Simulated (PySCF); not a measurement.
**A search over the determinants of HgI**

Unrestricted PBE0; PySCF, scalar-relativistic core potentials, basis sets Hg def2-TZVPP with ECP60, I def2-TZVPP with ECP28. Outer shells of the fragments: Hg 5d10 6s2; I 4d10 5s2 5p5.

Followed along the bond (rough minima from three points):

```tsv
2Ms+1	unpaired	⟨S²⟩ at the start	R at minimum (Å)	Te (eV)
2	σ ↑	0.76	2.76	0.00
4	σ ↑, π ↑↑	3.76	none in the scan	≤ 5.17
```

Solutions found at the starting distance of 2.685 Å, counted from the lowest of them; the search is not exhaustive and high or unbound solutions are not listed, so other states can lie among these:

```csv
2Ms+1,unpaired,term,E (eV),⟨S²⟩,⟨Lz²⟩,μ (D)
2,σ ↑,²Σ⁺,0.00,0.76,0.00,-2.14
2,π ↑,²Π,1.77,0.75,1.01,2.23
2,π ↑,²Π,4.33,0.78,1.00,-0.24
4,"σ ↑, π ↑↑",mixed,5.26,3.76,2.01,3.87
4,"σ ↑, π ↑↑",mixed,5.40,3.76,2.02,3.99
4,"σ ↑↑, π ↑",⁴Π,6.52,3.75,1.01,4.04
4,"σ ↑↑, π ↑",⁴Π,6.55,3.76,1.02,1.46
4,σ ↑↑↑,⁴Σ⁺,8.07,3.76,0.00,2.00
```

A term symbol is given only where ⟨S²⟩ and ⟨Lz²⟩ are close to those of a pure state; real π, δ and φ orbitals otherwise mix terms. A positive dipole means Hg(−)I(+).

Spin–orbit coupling is left out. Counting both spins, an empty level lies below a filled one in some of these solutions, because spin and occupation are held.
